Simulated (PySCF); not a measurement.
C4H8OSi.
SMILES with atom numbers: `[CH2:1]=[CH:2][C:3](=[CH2:4])[O:5][SiH3:6]` (hydrogens: H7, H8 on C1; H9 on C2; H10, H11 on C4; H12, H13, H14 on Si6)

Structure used (GFN2-xTB), in Å, numbered top down from 1:
```
atom  x, y, z in Å
C1    -2.004   -1.329    0.589
C2    -1.686   -0.040    0.597
C3    -0.332    0.465    0.385
C4    -0.054    1.770    0.401
O5     0.600   -0.490    0.174
Si6    2.199   -0.472   -0.104
H7    -3.013   -1.666    0.748
H8    -1.255   -2.085    0.423
H9    -2.437    0.718    0.765
H10   -0.826    2.496    0.572
H11    0.945    2.133    0.245
H12    2.514    0.267   -1.328
H13    2.426   -1.903   -0.225
H14    2.923    0.134    1.017
```

Computed, not measured: wB97X-D/def2-SVPD in PySCF (dipole) on a GFN2-xTB geometry, gas phase.

Masses are those of the commonest isotopes; rigid-rotor values at the optimised geometry. The values belong to one conformer with, in the numbering `[CH2:1]=[CH:2][C:3](=[CH2:4])[O:5][SiH3:6]`, C1–C2–C3–C4 180°, C2–C3–O5–Si6 180°.

Q: Give the principal moments of inertia and the rotational constants in GHz.

A: Ia = 95.71, Ib = 269.05, Ic = 359.03 u·Å²; 505379 MHz·u·Å²/I gives 5280, 1878 and 1408 MHz, that is A = 5.2803, B = 1.8784, C = 1.4076 GHz.

Q: What kind of rotor is it?

A: An asymmetric top. Ray's parameter κ = (2B − A − C)/(A − C) = -0.757; −1 is the prolate and +1 the oblate limit.

Q: Is it planar, by Δ = Ic − Ia − Ib?

A: Not planar: Δ = Ic − Ia − Ib = -5.73 u·Å². For a rigid frame Δ = −2 Σ m c², so Σ m c² = 2.86 u·Å² lies off the ab plane, practically all of it from hydrogen. The atom farthest from that plane is 1.20 Å away.

Q: Where do the levels up to J = 5 lie, in MHz?

A: Above 0(0,0):
J = 1: 1(0,1) 3286, 1(1,1) 6688, 1(1,0) 7159
J = 2: 2(0,2) 9813, 2(1,2) 12789, 2(1,1) 14202, 2(2,1) 24407, 2(2,0) 24453
J = 3: 3(0,3) 19491, 3(1,3) 21914, 3(1,2) 24736, 3(2,2) 34265, 3(2,1) 34490, 3(3,1) 52479, 3(3,0) 52482
J = 4: 4(0,4) 32203, 4(1,4) 34033, 4(1,3) 38722, 4(2,3) 47374, 4(2,2) 48031, 4(3,2) 65707, 4(3,1) 65726, 4(4,1) 91093, 4(4,0) 91093
J = 5: 5(0,5) 47828, 5(1,5) 49114, 5(1,4) 56099, 5(2,4) 63703, 5(2,3) 65164, 5(3,3) 82266, 5(3,2) 82343, 5(4,2) 107624, 5(4,1) 107626, 5(5,1) 140266, 5(5,0) 140266

Q: Which types of transition are allowed, and where do some lines up to J = 2 fall?

A: The dipole components are |μa| = 0.19 D, |μb| = 0.29 D, |μc| = 0.00 D; the mirror of this Cs structure is the ab plane, so μc vanishes by symmetry and there are no c-type lines. Intensities carry the squares of the components, which stand as 0.44 : 1.00 (a : b). Some lines, for components of 0.1 D or more:

```csv
type,branch,"J(Ka,Kc)",MHz,lower level (cm⁻¹)
a,Q,"1(1,0) ← 1(1,1)",471,0.223
a,Q,"2(1,1) ← 2(1,2)",1412,0.427
b,R,"2(0,2) ← 1(1,1)",3125,0.223
a,R,"1(0,1) ← 0(0,0)",3286,0.000
b,Q,"1(1,0) ← 1(0,1)",3873,0.110
b,Q,"2(1,1) ← 2(0,2)",4389,0.327
a,R,"2(1,2) ← 1(1,1)",6101,0.223
a,R,"2(0,2) ← 1(0,1)",6526,0.110
b,R,"1(1,1) ← 0(0,0)",6688,0.000
a,R,"2(1,1) ← 1(1,0)",7043,0.239
b,R,"2(1,2) ← 1(0,1)",9503,0.110
b,Q,"2(2,0) ← 2(1,1)",10251,0.474
b,Q,"2(2,1) ← 2(1,2)",11618,0.427
b,R,"2(2,1) ← 1(1,0)",17249,0.239
b,R,"2(2,0) ← 1(1,1)",17765,0.223
```

Q: Estimate the classical rotational partition function at 25 K, 298.15 K and 500 K.

A: Point group Cs, symmetry number σ = 1; q = (√π/σ)·√((kT/h)³/(ABC)), k/h = 20836.6 MHz/K: 5640 at 25 K, 232000 at 298.15 K, 504000 at 500 K.

Whether it is a minimum is left open (no frequencies). Zero-point vibration and centrifugal distortion are left out. A rigid rotor knows nothing of internal rotation, which can split or shift real lines.
